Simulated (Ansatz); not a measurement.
Stepwise reaction of `C[Si](C)(Cl)Cl` with ammonia, as a gas-phase model of exchange steps in deposition or etching. ΔE in kJ/mol; ΔG adds harmonic PBE0-D4 terms to CCSD(T)/CBS, at 1 bar.

Program: Ansatz. Geometries: PBE0-D4/def2-TZVP. ΔE: electronic, gas phase. CCSD(T)/CBS is the MP2 limit (def2-TZVPP, def2-QZVPP) plus CCSD(T) − MP2 in def2-TZVPP, frozen cores. This one scheme is used for every species. Functionals use def2-TZVPP. B3LYP here is the variant with VWN-RPA as its local correlation; programs differ in this. Each species was taken in one conformer, which may not be the lowest.

| step | reaction | PBE-D4 | B3LYP-D4 | ωB97M-V | CCSD(T)/CBS | ΔG(400 K) |
| --- | --- | --- | --- | --- | --- | --- |
| 1 | `C[Si](C)(Cl)Cl` + NH₃ → `C[Si](N)(Cl)Cl` + CH₄ | -55.5 | -63.1 | -60.5 | -59.2 | -59.4 |
| 2 | `C[Si](N)(Cl)Cl` + NH₃ → `N[Si](N)(Cl)Cl` + CH₄ | -63.0 | -70.9 | -68.5 | -67.9 | -59.3 |

By hand: ΔE of the 2 steps together at CCSD(T)/CBS.

(-59.2) + (-67.9) = -127.1 kJ/mol, or -63.6 kJ/mol a step.

In ΔE each step is lower than the one before. All are downhill at CCSD(T)/CBS. ΔG lies between -59.4 and -59.3 kJ/mol a step. PBE-D4 differs from CCSD(T)/CBS by 3.7 to 4.9 kJ/mol a step. Isolated molecules leave out the surface, adducts and barriers. Largest T1 diagnostic: 0.009.
